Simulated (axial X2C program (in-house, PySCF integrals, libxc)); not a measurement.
Potential curves of AsP⁻, with spin–orbit coupling

Computed with an in-house all-electron X2C program for linear molecules (integrals from PySCF). Two-component (2c) means X2C with spin–orbit coupling and atomic mean-field two-electron Coulomb and Gaunt terms. Basis: As dyall-acv3z [10s10p7d5f1g], P dyall-av3z [9s8p3d2f] (cores contracted in-house); Gaussian nuclei, density fitting, unrestricted open shells. Masses: As 74.922 u, P 30.974 u.

State: Ω = 1/2 (⟨Sz⟩ = -0.50, ⟨Lz⟩ = 1.00 at PW91). Energies in kJ/mol from the fragments at the same level (As + P-). Fits are polynomials in 1 − R0/R over 0.85 to 1.23 times the lowest point R0.

```json
{"R (Å)": "1.8096", "PW91": "-305.02"}
{"R (Å)": "1.8928", "PW91": "-379.79"}
{"R (Å)": "1.9552", "PW91": "-413.48"}
{"R (Å)": "2.0176", "PW91": "-432.69"}
{"R (Å)": "2.0800", "PW91": "-440.71"}
{"R (Å)": "2.1528", "PW91": "-439.34"}
{"R (Å)": "2.2256", "PW91": "-429.48"}
{"R (Å)": "2.3192", "PW91": "-408.17"}
{"R (Å)": "2.4336", "PW91": "-374.00"}
{"R (Å)": "2.6000", "PW91": "-317.16"}
```

One determinant describes the state; a PBE0 search over occupations chose it and may have missed a lower one. Dissociation energies refer to the lowest single-determinant-based atoms at the same level and basis. Density functionals use the spin component along the axis (collinear). The 2c atoms are single determinants rather than J levels; their spin–orbit lowering is only partly caught, and De is too large by that part. This holds for PW91. Without a current term, density functionals place determinants with orbital angular momentum somewhat too high. The highest occupied level of some functionals is positive through self-interaction error; at Hartree–Fock it is bound.

(1) What are Re, ωe and De at the PW91 level?

Answers

(1) At PW91, 2c: Re = 2.106 Å, ωe ≈ 503 cm⁻¹, De = 4.57 eV to As + P-; Be follows as 0.173 cm⁻¹.
